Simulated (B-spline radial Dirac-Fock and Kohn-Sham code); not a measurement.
## Atomic SCF run for In

ΔSCF core binding energies without Breit or QED terms, calculated with a radial atomic solver. Keys: rel is the Hamiltonian (dirac, or spin-free x2c and nr, where L3 and M5 stand for the whole 2p and 3d shells), method is hf or an exchange,correlation pair (spin-unpolarised, also for the hole states), nuc the nuclear model, radius_factor scales its radius, rmax is the box in bohr, h the logarithmic mesh step, order the B-spline order, points the quadrature points per cell, c_factor scales the speed of light, and damp, ndamp, maxit and tol steer the iteration. The run stops when the commutator error falls below 10·tol·max(1, Z/10), or the numerical noise floor, and the energy has settled to about 1e-8 Ha; the virial ratio is −V/T.

Input (task.json):

```json
{"items": [{"Z": 49, "q": 0, "cfg": [[1, 0, 2], [2, 0, 2], [2, 1, 6], [3, 0, 2], [3, 1, 6], [3, 2, 10], [4, 0, 2], [4, 1, 6], [4, 2, 10], [5, 0, 2], [5, 1, 1]], "A": 115, "rrms": 4.6156, "do": "settings", "holes": ["K", "L3", "M5"],
  "settings": [{"rel": "dirac", "method": "lda,xyz", "nuc": "fermi", "radius_factor": 1.0, "rmax": 45.0, "h": 0.3, "order": 8, "points": 10, "c_factor": 1.0, "maxit": 88, "damp": 0.5, "ndamp": 3, "tol": 1e-08}]}]}
```

Command: `python xray2_run.py task.json out`

The program stops without a result: KeyError: "LibXCFunctional: name 'XYZ' not found.".

**Question.** One setting is unsound. Which, and why?

**Answer.** method names a functional that the program does not serve. With the default settings (Dirac Hartree-Fock): The ground state converged in 11 iterations, with total energy -5880.43222 Ha, virial ratio 1.95161 and highest orbital energy -5.21 eV. ΔSCF binding energies: K (1s) 28037.0 eV, L3 (2p3/2) 3745.4 eV, M5 (3d5/2) 451.5 eV.
